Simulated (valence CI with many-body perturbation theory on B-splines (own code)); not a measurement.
Sensitivity of CI+MBPT for W53+

Calculated by valence CI with perturbative core correlation (CI+MBPT): three valence electrons over a frozen Dirac-Fock core [Ar], a basis of 6 s, 6 p, 5 d, 5 f, 1 g functions for each j, with the one-electron correlation potential Σ1, the two-electron term Σ2, the three-electron term Σ3, Breit, model QED; selected CI, second order for the rest, scaled by the run's own slope (own B-spline code, finite nucleus).

The last digits are not significant, and no measured levels were compared; by estimate large intervals hold to a few tenths of a per cent, small ones and those within an open d or f shell to about a per cent. The list stops below the first excitations out of the core. Only levels of the ground parity were solved; by the run's estimate the other parity begins above the list, which can be wrong where configurations are misplaced.

The reference run has the lowest level (3d3/2^3) J=3/2 and an ionisation energy of 5056.50 eV. Its largest variational space holds 2187 state functions.

Levels are named by their leading jj configuration (3d3/2^4 stands for four electrons in 3d with j = 3/2), which in mixed levels can hold well under half, so a name can repeat and another be missing. Letters in brackets count levels of one name in rising energy.

Changed runs:
A. Davidson tolerance 2e-05 → 0.0003
B. correlating orbitals by l 3 3 3 3 1 → 4 4 0 0 0
C. averaging of valence orbitals over low configurations on → off
D. factor on the speed of light 1 → 0.9 (bad on purpose)

Excitation energies of the reference run in cm⁻¹, and shifts in cm⁻¹:

```
                    Level  Reference  A      B       C        D
(3d3/2^2 3d5/2) J=5/2 [a]     528925  0  -1136    +155  +142266
    (3d3/2^2 3d5/2) J=3/2     580005  0   -471     +34  +141374
    (3d3/2^2 3d5/2) J=9/2     609659  0   -485    -4.3  +138770
    (3d3/2^2 3d5/2) J=7/2     610527  0   -511     +22  +142063
    (3d3/2^2 3d5/2) J=1/2     623384  0    -27     -53  +141699
(3d3/2^2 3d5/2) J=5/2 [b]     812520  0  +1716    -253  +147764
(3d3/2 3d5/2^2) J=7/2 [a]    1128460  0  -1218    +142  +282854
    (3d3/2 3d5/2^2) J=9/2    1165650  0  -1052     +92  +283072
(3d3/2 3d5/2^2) J=3/2 [a]    1208130  0   -235     +14  +285337
    (3d3/2 3d5/2^2) J=1/2    1232020  0    +40     -86  +285346
   (3d3/2 3d5/2^2) J=11/2    1242620  0   -376     -50  +280920
(3d3/2 3d5/2^2) J=5/2 [a]    1244750  0    +29     -41  +282002
   Ionisation energy (eV)    5056.50  0  -0.36  +0.038   +12.89
```

No effect on these energies: A.
